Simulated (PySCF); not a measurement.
Work out the structure from these simulated measurements.

Formula: C5H7F3OSe.

* Valence photoelectron: vertical ionisation energy: 9.06 eV [ΔSCF CAM-B3LYP/def2-SVPD]
* Triplet: lowest triplet excitation (Tamm–Dancoff): 3.95 eV [TDA CAM-B3LYP/def2-SVPD]
* UV, first state: lowest singlet excitation: 5.20 eV (238 nm, f = 0.099) [TDDFT CAM-B3LYP/def2-SVPD]
* Rotational structure: rotational constants A, B, C: 1.603, 0.604, 0.505 GHz [PBE0-D3(BJ)/def2-SVP]
* UV, strongest line: among the 10 lowest singlet transitions: S5 at 6.13 eV (202 nm, f = 0.170) [TDDFT CAM-B3LYP/def2-SVPD]
* 1H NMR: chemical shifts (computed TMS as zero) by class: 5.83 (1 H), 5.60 (1 H), 5.59 (1 H), 3.55 (1 H), 3.08 (1 H), 2.73 (1 H), 2.66 (1 H) ppm [GIAO B97-2/pcSseg-1]
* NMR, other nuclei: isotropic shieldings of nuclei other than C and H, by class: 167 (1 O), 250 (3 F), 800 (1 Se) ppm [GIAO B97-2/pcSseg-1]
* Polarisability: 97.9 au [CAM-B3LYP/def2-SVPD]
* 13C NMR: chemical shifts (computed TMS as zero) by class: 130.7 (1 C), 128.5 (1 C), 127.9 (1 C), 60.9 (1 C), 52.4 (1 C) ppm [GIAO B97-2/pcSseg-1]
* Dipole: 5.74 D [CAM-B3LYP/def2-SVPD]

The electronic properties come from PySCF, for the isolated species, density fitting. Levels stand in brackets. The structure is a single PBE0-D3(BJ)/def2-SVP conformer in the gas phase; no vibrational or solvent corrections. The calculation is non-relativistic and has no spin–orbit coupling, an omission that weighs most on selenium. Each NMR value is the plain mean over a class of atoms that symmetry, rotation or inversion makes alike.

Problem. Give a SMILES that accounts for the data.

Solution. Numbering: `[CH2:1]=[CH:2][CH2:3][Se@:4](=[O:5])[CH2:6][C:7]([F:8])([F:9])[F:10]`. 5 carbons fall into 5 classes; from least to most shielded: alkene CH carbon [C2] (130.7 ppm), CF3 carbon [C7] (128.5 ppm), terminal =CH2 carbon [C1] (127.9 ppm), sp3 carbon bound to selenium [C3] (60.9 ppm), sp3 carbon bound to selenium [C6] (52.4 ppm). Hydrogen classes from least to most shielded: 1 H on an alkene CH carbon, C2 (5.83 ppm), 1 H on a terminal =CH2 carbon, C1 (5.60 ppm), 1 H on a terminal =CH2 carbon, C1 (5.59 ppm), 1 H on an sp3 carbon bound to selenium, C3 (3.55 ppm), 1 H on an sp3 carbon bound to selenium, C3 (3.08 ppm), 1 H on an sp3 carbon bound to selenium, C6 (2.73 ppm), 1 H on an sp3 carbon bound to selenium, C6 (2.66 ppm). The other shieldings belong to: 167 ppm, oxygen bonded to Se [O5]; 250 ppm, fluorine of a CF3 group [F8/F9/F10]; 800 ppm, selenium bonded to 2 C and O [Se4]. The first electron is taken from the HOMO, whose largest Löwdin shares are 0.51 on the oxygen bonded to Se, 0.23 on the selenium bonded to 2 C and O, 0.09 on an sp3 carbon bound to selenium and 0.06 on the terminal =CH2 carbon. The optimised geometry has point group C1 and is an asymmetric top. Structure: `C=CC[Se@](=O)CC(F)(F)F`. The assignments are read from this structure; whether some other isomer fits the data as well wasn't checked. The mirror image fits equally. NMR values of atoms bound to Se lack the spin–orbit term that these neighbours bring.

Shape of the structure used: `[CH2:1]=[CH:2][CH2:3][Se@:4](=[O:5])[CH2:6][C:7]([F:8])([F:9])[F:10]`: C1–C2–C3–Se4 89°, C2–C3–Se4–O5 166°, C3–Se4–C6–C7 169°, Se4–C6–C7–F8 167°.
